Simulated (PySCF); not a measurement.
Energy of Fe (iron, neutral) between two integer charges

The 4s beta orbital of [Ar] 3d6 4s2 is emptied in steps (occupation f), with all orbitals relaxed, ending at [Ar] 3d6 4s1. Calculation: PySCF 2.14, in aug-pcseg-2; the non-relativistic Hamiltonian (point nucleus). The exact energy is a straight line in f; departures are measured from the line between the end points of the same method.

```tsv
f	PBE0 (eV)	LC-wPBE (eV)
1	0.000	0.000
0.75	-0.397	0.018
0.5	-0.530	0.019
0.25	-0.398	0.008
0	0.000	0.000
```

```csv
method,E(f=0) − E(f=1) (eV),−ε at f=1 (eV),−ε at f=0.5 (eV)
PBE0,7.533,5.411,7.528
LC-wPBE,7.361,7.463,7.333
```

Orbital energy along the path (eV):

```
   f    PBE0  LC-wPBE
   1  -5.411   -7.463
0.75  -6.469   -7.401
 0.5  -7.528   -7.333
0.25  -8.603   -7.313
   0  -9.433   -7.306
```

Reference removal energy between the ground levels: 7.902 eV (measured; NIST Atomic Spectra Database, ionization energies). The calculation has no spin-orbit coupling.
